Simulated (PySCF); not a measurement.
I3Sb, singlet, at a GFN2-xTB geometry (all electrons, no relativity). Base run: PBE/STO-3G (PySCF).

PySCF was given this input:
```python
from pyscf import gto, scf, dft

mol = gto.M(
    atom='''
Sb    0.012942    0.000905    1.012476
I    -1.868655   -1.503724   -0.299579
I    -0.373824    2.366280   -0.322147
I     2.230025   -0.863427   -0.352543
''',
    basis='sto-3g',
    charge=0,
    spin=0,
    verbose=4,
)

mf = dft.RKS(mol)
mf.xc = 'pbe'
mf.kernel()
```

The base run was repeated with changes; each row names its change, and settings that it needs were set with it.

```tsv
change	basis functions	E (Eh)	HOMO (eV)	HOMO-LUMO gap (eV)	dipole (D)
base	108	-26809.57294	-3.89	3.74	1.18
basis = ANO-RCC-VDZP; relativity = spin-free X2C	172	-27826.06452	-6.51	3.00	1.72
basis = ANO-RCC-VDZP; relativity = none	172	-26154.13185	-7.39	3.13	1.13
```

Totals shift with the method and basis; they matter in differences.

Basis sets contracted for a relativistic Hamiltonian are a mismatch without it, so the rows without relativity aren't non-relativistic limits. No row has spin-orbit coupling; sets with core potentials leave out the core electrons.
